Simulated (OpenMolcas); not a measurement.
Ir3+ among 6 point charges of -1.5 e arranged as a trigonal antiprism (D3d), with a polar angle of 52.0° against the regular 54.74°.

```json
{
  "Program": "OpenMolcas",
  "Method": "CASSCF",
  "Basis": "ANO-RCC-VTZP [8s7p5d3f1g]",
  "Scalar Hamiltonian": "DKH2, point nucleus",
  "Active space": "6 electrons in 5 orbitals (5d)",
  "State averaging": "2S+1 = 5 even, 5 roots; 2S+1 = 3 even, 45 roots; 2S+1 = 1 even, 50 roots",
  "Spin-orbit coupling": "RASSI with atomic mean-field integrals over the reference wave functions"
}
```

All point charges move together. At R = 1.93 Å the first state of the same spin is 1848 cm-1, and at R = 2.06 Å it is 1656 cm-1.

Q: A third run gives 1448 cm-1. What distance was it run at?

A: With a power law R^-n the two known points give n = -ln(1656 / 1848) / ln(2.06 / 1.93) = 1.68. Then R = 1.93 × (1848 / 1448)^(1/1.68) = 2.232 Å. The run was at 2.19 Å, so the estimate is off by +0.042 Å.

An orbital doublet at a regular site is open to a Jahn-Teller distortion, which this geometry leaves out. Without dynamic correlation the repulsion within the d shell is too large (B by tens of per cent), so at a given field states of lower spin stand too high. This shell can be high or low spin here, a state of another spin lies low, and with metal d orbitals alone active their balance is uncertain, so the ground spin may be wrong. Point charges give a weaker field than real ligands, and real ions of this kind are as a rule low spin; the high spin found here belongs to the model. Point charges carry no covalency, so the field is a model and not that of real ligands. No measured value stands beside these numbers.
